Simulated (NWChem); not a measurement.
All runs are NWChem calculations. System: C3H5O, charge 0, spin multiplicity 2, at a geometry optimised with UPBE0/def2-SVP. The structure started from a generated list of species. Its SCF solution wasn't tested for a lower state.

Input file:

```
start mol
memory heap 200 mb stack 700 mb global 1700 mb
geometry units angstroms nocenter noautoz noautosym
  C      0.628235    -1.282181    -0.015754
  C     -0.134072    -0.057685    -0.003789
  C      0.616645     1.255467    -0.009993
  O     -1.360817    -0.091934     0.025605
  H      1.720857    -1.291483    -0.045082
  H      0.082759    -2.228354     0.007920
  H      1.057962     1.436940     0.983764
  H     -0.081398     2.071188    -0.236088
  H      1.441513     1.253580    -0.738137
end
basis spherical
  * library def2-svpd
end
basis "ri basis" bse spherical
  * library def2-svpd-rifit
end
dft
  xc pbe0
  odft
  mult 2
  iterations 100
  direct
  tolerances tight
end
task dft energy
gw
  states alpha occ 4 vir 2
  states beta occ 4 vir 2
end
task dft gw
```

The output up to the point where the run's verdict is printed (cleaned and shortened):

```
             Northwest Computational Chemistry Package (NWChem) 7.3.0
             --------------------------------------------------------

                                NWChem Input Module
                                -------------------

 Scaling coordinates for geometry "geometry" by  1.889725989
 (inverse scale =  0.529177249)

                             Geometry "geometry" -> ""
                             -------------------------

 Output coordinates in angstroms (scale by  1.889725989 to convert to a.u.)

  No.       Tag          Charge          X              Y              Z
 ---- ---------------- ---------- -------------- -------------- --------------
    1 C                    6.0000     0.62823500    -1.28218100    -0.01575400
    2 C                    6.0000    -0.13407200    -0.05768500    -0.00378900
    3 C                    6.0000     0.61664500     1.25546700    -0.00999300
    4 O                    8.0000    -1.36081700    -0.09193400     0.02560500
    5 H                    1.0000     1.72085700    -1.29148300    -0.04508200
    6 H                    1.0000     0.08275900    -2.22835400     0.00792000
    7 H                    1.0000     1.05796200     1.43694000     0.98376400
    8 H                    1.0000    -0.08139800     2.07118800    -0.23608800
    9 H                    1.0000     1.44151300     1.25358000    -0.73813700

 Effective nuclear repulsion energy (a.u.)     111.9446176338

            Nuclear Dipole moment (a.u.)
            ----------------------------
        X                 Y               Z
 ---------------- ---------------- ----------------
     0.0000094486     0.0000094486     0.0000018897


 Summary of "ao basis" -> "" (spherical)
 ------------------------------------------------------------------------------
       Tag                 Description            Shells   Functions and Types
 ---------------- ------------------------------  ------  ---------------------
 *                         def2-svpd                  on all atoms

 new library libraries.bse/

 Summary of "ri basis" -> "" (spherical)
[...]
 d= 0,ls=0.5,diis    75   -192.0917779307 -6.29D-04  8.15D-05  3.47D-04   266.9
                                                     1.49D-04  6.58D-04
 d= 0,ls=0.5,diis    76   -192.0924525197 -6.75D-04  9.96D-05  3.02D-04   271.2
                                                     1.14D-04  6.74D-04
 d= 0,ls=0.5,diis    77   -192.0926617436 -2.09D-04  3.19D-05  5.91D-04   275.8
                                                     7.54D-05  7.96D-04
 d= 0,ls=0.5,diis    78   -192.0928888315 -2.27D-04  1.60D-04  7.91D-04   280.3
                                                     1.18D-04  9.04D-04
 d= 0,ls=0.5,diis    79   -192.0923238788  5.65D-04  6.73D-05  1.84D-03   284.8
                                                     5.07D-05  1.47D-03
 d= 0,ls=0.5,diis    80   -192.0922137657  1.10D-04  8.27D-05  2.02D-03   289.2
                                                     6.65D-05  1.61D-03
 d= 0,ls=0.5,diis    81   -192.0918107373  4.03D-04  3.13D-05  2.43D-03   293.6
                                                     2.46D-05  1.88D-03
 d= 0,ls=0.5,diis    82   -192.0917048413  1.06D-04  9.42D-05  2.47D-03   298.2
                                                     1.01D-04  1.93D-03
 d= 0,ls=0.5,diis    83   -192.0911234367  5.81D-04  3.73D-05  2.85D-03   302.7
                                                     3.80D-05  2.19D-03
 d= 0,ls=0.5,diis    84   -192.0910563200  6.71D-05  1.16D-04  2.62D-03   307.1
                                                     1.27D-04  2.02D-03
 d= 0,ls=0.5,diis    85   -192.0903140035  7.42D-04  1.46D-04  3.26D-03   311.7
                                                     1.03D-04  2.36D-03
 d= 0,ls=0.5,diis    86   -192.0908267479 -5.13D-04  7.76D-05  2.27D-03   316.2
                                                     5.47D-05  1.78D-03
 d= 0,ls=0.5,diis    87   -192.0911070133 -2.80D-04  2.53D-04  1.92D-03   320.6
                                                     2.53D-04  1.57D-03
 d= 0,ls=0.5,diis    88   -192.0924522759 -1.35D-03  1.35D-04  7.68D-04   325.0
                                                     1.90D-04  9.04D-04
 d= 0,ls=0.5,diis    89   -192.0933945076 -9.42D-04  1.66D-04  5.57D-04   329.3
                                                     1.36D-04  8.12D-04
 d= 0,ls=0.5,diis    90   -192.0931347976  2.60D-04  7.58D-05  1.30D-03   333.6
                                                     1.02D-04  1.22D-03
 d= 0,ls=0.5,diis    91   -192.0935516661 -4.17D-04  6.04D-05  1.27D-03   338.1
                                                     9.97D-05  1.25D-03
 d= 0,ls=0.5,diis    92   -192.0940154340 -4.64D-04  2.07D-05  1.10D-03   342.5
                                                     6.41D-05  1.18D-03
 d= 0,ls=0.5,diis    93   -192.0942837651 -2.68D-04  2.89D-04  1.19D-03   347.1
                                                     1.98D-04  1.24D-03
 d= 0,ls=0.5,diis    94   -192.0930546182  1.23D-03  1.49D-04  2.83D-03   351.6
                                                     1.21D-04  2.15D-03
 d= 0,ls=0.5,diis    95   -192.0922287520  8.26D-04  8.13D-05  3.55D-03   356.0
                                                     1.00D-04  2.60D-03
 d= 0,ls=0.5,diis    96   -192.0915900151  6.39D-04  6.83D-05  3.97D-03   360.4
                                                     7.83D-05  2.87D-03
 d= 0,ls=0.5,diis    97   -192.0912944386  2.96D-04  4.93D-05  3.92D-03   364.8
                                                     7.70D-05  2.79D-03
 d= 0,ls=0.5,diis    98   -192.0910387029  2.56D-04  6.56D-05  3.71D-03   369.3
                                                     7.53D-05  2.63D-03
 d= 0,ls=0.5,diis    99   -192.0912155566 -1.77D-04  2.71D-05  3.24D-03   373.9
                                                     3.30D-05  2.24D-03
 d= 0,ls=0.5,diis   100   -192.0911105576  1.05D-04  1.58D-04  3.27D-03   378.4
                                                     1.37D-04  2.22D-03
```

Convergence was not reached. The next line reads: Calculation failed to converge. NWChem stopped with the message: dft energy failed.
